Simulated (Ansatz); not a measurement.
Basis sets compared for SbMe2H (C2H7Sb). Total charge 0; singlet. Geometry r2SCAN-D4/def2-SVP. Ansatz on 4 threads of Arm Neoverse V1 on a shared host; times are rough, and most runs start from earlier orbitals.

| atom | x (Å) | y (Å) | z (Å) |
| --- | --- | --- | --- |
| Sb1 | -1.068 | -0.291 | 0.751 |
| C2 | 0.911 | -1.200 | 0.584 |
| H3 | 1.612 | -0.649 | 1.229 |
| H4 | 1.266 | -1.165 | -0.455 |
| H5 | 0.870 | -2.245 | 0.923 |
| C6 | -0.544 | 1.451 | -0.458 |
| H7 | -1.458 | 1.989 | -0.751 |
| H8 | 0.005 | 1.145 | -1.359 |
| H9 | 0.084 | 2.126 | 0.142 |
| H10 | -1.679 | -1.160 | -0.606 |

In the def2 sets Sb takes a core potential; there is no spin–orbit coupling.

Binding counts from free atoms (Sb quartet, C triplet, H doublet) in the same basis, without a counterpoise term.

| level | functions | energy (Eh) | HOMO (eV) | LUMO (eV) | binding per atom (eV) | wall time |
| --- | --- | --- | --- | --- | --- | --- |
| PBE-D4/def2-SVP | 89 | -320.4729 | -5.64 | -0.48 | 3.48 | 0.65 s |
| PBE-D4/def2-TZVP | 154 | -320.5760 | -5.76 | -0.82 | 3.48 | 1.1 s |
| r2SCAN-D4/def2-TZVP | 154 | -320.7371 | -5.98 | -0.51 | 3.43 | 2 s |
| PBE0-D4/def2-SVP | 89 | -320.5045 | -6.67 | 0.29 | 3.44 | 0.75 s |
| PBE0-D4/def2-TZVP (with forces) | 154 | -320.6033 | -6.75 | -0.08 | 3.44 | 1.9 s |

**Question.** Estimate the rows for PBE-D4/def2-TZVPD, r2SCAN-D4/def2-TZVPD, PBE0-D4/def2-TZVPD.

**Answer.** 
```
               level  functions  energy (Eh)  HOMO (eV)  LUMO (eV)  binding per atom (eV)  wall time
   PBE-D4/def2-TZVPD        193    -320.5765      -5.77      -0.92                   3.48      1.4 s
r2SCAN-D4/def2-TZVPD        193    -320.7375      -5.99      -0.57                   3.43      2.8 s
  PBE0-D4/def2-TZVPD        193    -320.6037      -6.76      -0.23                   3.44      1.8 s
```
